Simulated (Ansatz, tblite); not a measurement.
Forces on [TcNF4]2- (TcNF4²⁻) at its r2SCAN-D4/def2-SVPD geometry. Charge -2, multiplicity 1.

In the def2 sets Tc takes a core potential; there is no spin–orbit coupling. The xTB rows come from tblite. A multiply charged anion in the gas phase is held together partly by the finite basis. At r2SCAN-D4/def2-TZVPD the highest occupied level of the charge -2 singlet lies above zero (up to 5.98 eV). The electron is either unbound and held by the finite basis, or the level is raised by self-interaction error.

GFN1-xTB (tblite), largest force 4.87 eV/Å:

```xyz
6
positions Å, forces eV/Å
Tc   -0.092    0.136   -0.024    2.687   -3.999    0.705
N    -0.986    1.467   -0.259   -2.369    3.525   -0.621
F     1.193    0.472    1.501   -0.066    0.131    0.000
F     1.570    0.255   -1.169   -0.060    0.128   -0.039
F    -0.654   -1.273   -1.359   -0.093    0.106   -0.042
F    -1.031   -1.056    1.311   -0.098    0.109   -0.003
```

GFN2-xTB (tblite), largest force 7.06 eV/Å:

```
Tc 3.893 -5.794 1.021
N -3.460 5.149 -0.908
F -0.124 0.147 -0.052
F -0.130 0.150 -0.008
F -0.093 0.176 -0.005
F -0.087 0.172 -0.049
```

r2SCAN-D4/def2-TZVPD (Ansatz), largest force 0.13 eV/Å:

```
Tc 0.073 -0.109 0.019
N -0.062 0.093 -0.016
F -0.036 -0.028 -0.053
F -0.050 -0.020 0.044
F 0.031 0.036 0.051
F 0.045 0.028 -0.046
```
